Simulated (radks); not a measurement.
Values are calculated unless marked as measured or tabulated.
Trend from La2+ to Lu2+: ionisation energy by Delta-SCF between NIST ground configurations, and size. Level of theory: Dirac Kohn-Sham, PBE, spin-unpolarised, spherical densities, finite nucleus; open shells are shared between the two j in proportion to 2j + 1; Fermi nuclear charge, rms radius of each element as measured or else 0.836 A^(1/3) + 0.57 fm (a radial shooting solver on a logarithmic mesh with Libxc functionals).

species,configuration,configuration of the ion,IE (eV),NIST (eV),kind,-e(HOMO) (eV),outermost,<r> outermost (bohr),r at 0.001 e/bohr^3 (bohr)
La2+,[Xe] 5d1,[Xe],18.938,19.177,exp.,14.592 (5d5/2),5d5/2,2.60,3.93
Ce2+,[Xe] 4f2,[Xe] 4f1,20.501,20.197,semi-emp.,12.817 (4f7/2),5p3/2,1.82,3.68
Pr2+,[Xe] 4f3,[Xe] 4f2,21.524,21.624,exp.,13.680 (4f7/2),5p3/2,1.78,3.64
Nd2+,[Xe] 4f4,[Xe] 4f3,22.391,22.09,semi-emp.,14.386 (4f7/2),5p3/2,1.74,3.60
Pm2+,[Xe] 4f5,[Xe] 4f4,23.135,22.4,semi-emp.,14.972 (4f7/2),5p3/2,1.71,3.57
Sm2+,[Xe] 4f6,[Xe] 4f5,23.778,23.6,semi-emp.,15.458 (4f7/2),5p3/2,1.68,3.53
Eu2+,[Xe] 4f7,[Xe] 4f6,24.334,24.84,semi-emp.,15.862 (4f7/2),5p3/2,1.65,3.50
Gd2+,[Xe] 4f7 5d1,[Xe] 4f7,19.824,20.54,semi-emp.,15.025 (5d5/2),5d5/2,2.39,3.71
Tb2+,[Xe] 4f9,[Xe] 4f8,25.227,21.82,semi-emp.,16.460 (4f7/2),5p3/2,1.59,3.43
Dy2+,[Xe] 4f10,[Xe] 4f9,25.580,22.89,semi-emp.,16.670 (4f7/2),5p3/2,1.57,3.40
Ho2+,[Xe] 4f11,[Xe] 4f10,25.878,22.79,semi-emp.,16.828 (4f7/2),5p3/2,1.54,3.38
Er2+,[Xe] 4f12,[Xe] 4f11,26.127,22.70,semi-emp.,16.939 (4f7/2),5p3/2,1.52,3.35
Tm2+,[Xe] 4f13,[Xe] 4f12,26.330,23.66,semi-emp.,17.006 (4f7/2),5p3/2,1.50,3.33
Yb2+,[Xe] 4f14,[Xe] 4f13,26.491,25.05,semi-emp.,17.033 (4f7/2),5p3/2,1.48,3.30
Lu2+,[Xe] 4f14 6s1,[Xe] 4f14,21.064,20.959,exp.,17.574 (6s1/2),6s1/2,3.06,4.05

Reference values: NIST Atomic Spectra Database (exp. = measured, semi-emp. = semi-empirical, theory = theoretical value adopted there). Spin polarisation and multiplet splitting are left out, so open shells lie too high by an amount that depends on their filling. Sharing an open shell by 2j + 1 raises it above the true ground level by a part of the spin-orbit splitting, which enters the differences from NIST.

Beside tabulated values, note that spin-unpolarised runs miss the spin-polarisation part of the exchange energy of open shells.
